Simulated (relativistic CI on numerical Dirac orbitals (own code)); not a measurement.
**Hyperfine structure of Te6+, mass number 125**

Computed by Dirac-Coulomb-Breit CI, separate exchange-only KLI orbitals for each configuration, QED by a radiative potential, unscaled Slater integrals (own radial code, finite nucleus).

CI space (outside the closed core [Ar] 3d10 4s2): 4p6 4d10, 4p6 4d9 5s, 4p6 4d9 4f, 4p6 4d9 5p, 4p6 4d9 5d, 4p6 4d9 6s, 4p6 4d9 6p, 4p6 4d9 5f, 4p6 4d9 6d, 4p5 4d10 4f, 4p6 4d9 5g, 4p6 4d9 6f. Double excitations out of closed p, d and f shells are left out; levels of such configurations are missing from the list, as are those of other unlisted configurations, and high levels can miss mixing partners.

Nuclear spin I = 1/2, μ = -0.887 μN (tables of Stone and Pyykkö). The electronic factors are computed for point nuclear moments, without core polarisation or the Bohr-Weisskopf and QED corrections.

```csv
Level,E (cm⁻¹),A (MHz)
4p6 4d9 5s 3D_3,309798,-13960
4p6 4d9 5s 3D_2,313143,6462
4p6 4d9 5s 3D_1,321789,10870
4p6 4d9 5s 1D_2,325815,-19510
4p6 4d9 5p 3P°_2,406700,298.8
4p6 4d9 5p 3F°_3,410830,-5043
4p6 4d9 5p 3P°_1,419552,-1791
4p6 4d9 5p 3F°_2,420290,-8049
```

Levels with J = 0, under 50 % of one LS term, or S terms without an open s electron are left out. Small factors come from cancelling terms and can be off by tens of per cent or more.

At this charge configurations can still be misplaced by up to about 7 % of their energy. Levels and lines within the n = 5 or 6 shells can be off by up to 10 % or somewhat more, and those that change n by about 2 %, since core polarisation is missing. 12 of the 14 excited levels that our extract of the measured tables holds in this range could be paired (the sources list more); they are missed by 1508 cm⁻¹ on average and 3318 at most, and levels without a partner can miss by more.

(1) Give the hyperfine levels of 4p6 4d9 5s 3D_3 relative to its centre of gravity.

Results:

(1) With K = F(F + 1) − I(I + 1) − J(J + 1), E = AK/2: F = 5/2: 27930, F = 7/2: -20940 MHz.

LS names give the leading component of a level, which can be under half, so a name can repeat, a term be missing and a line seem to break the LS rules.
